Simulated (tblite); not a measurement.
BrPb (SMILES [Br][Pb+]), charge +1, singlet, at a GFN2-xTB geometry (such geometries of metal compounds can be far from the true shape); GFN1-xTB run with tblite.

The tblite input:
```
$ tblite run mol.xyz --method gfn1 --charge 1 --spin 0 --spin-polarized --json tblite.json --no-restart

# file mol.xyz
2

Pb    -0.00000000    -0.00000000    -0.73931040
Br     0.00000000     0.00000000     1.73209864
```

**Question.** Predict the main parts of the log of this tblite run.

**Answer.** 
```
xTB calculator
 | screened Coulomb repulsion
 | Coulomb electrostatics
 |  * isotropic Klopman-Ohno-Mataga-Nishimoto electrostatics
 |  * onsite third-order electrostatics
 | DFT-D3(BJ) dispersion correction
 | Interactions (1)
 | [1] spin polarization

halogen bonding energy    0.0000000000000E+00 Eh
repulsion energy          1.2415354385441E-02 Eh
dispersion energy        -4.3985788309601E-04 Eh
interaction energy        0.0000000000000E+00 Eh
number of electrons       1.0000000000000E+01 e
integral cutoff           2.4921834820047E+01 bohr

------------------------------------------------------------
  cycle        total energy    energy error   density error
------------------------------------------------------------
      1     -4.605015508421  -4.6169910E+00   6.4866812E-01
      2     -4.178035423977   4.2698008E-01   7.7698116E-01
      3     -4.834770834104  -6.5673541E-01   4.4295626E-01
      4     -5.106522770289  -2.7175194E-01   3.4018865E-02
      5     -5.102683117352   3.8396529E-03   7.1168781E-02
      6     -5.109878370057  -7.1952527E-03   1.4988290E-02
      7     -5.110288533977  -4.1016392E-04   2.8001662E-03
      8     -5.110301882274  -1.3348297E-05   2.8898061E-04
      9     -5.110302003530  -1.2125571E-07   1.3696042E-04
     10     -5.110302033964  -3.0434317E-08   2.8552100E-05
     11     -5.110302035369  -1.4050272E-09   2.8301277E-07
------------------------------------------------------------

electronic energy        -5.1222775318715E+00 Eh
total energy             -5.1103020353691E+00 Eh

Post processing:
 | Mayer-Wiberg bond orders

[Info] JSON dump of results written to 'tblite.json'
```
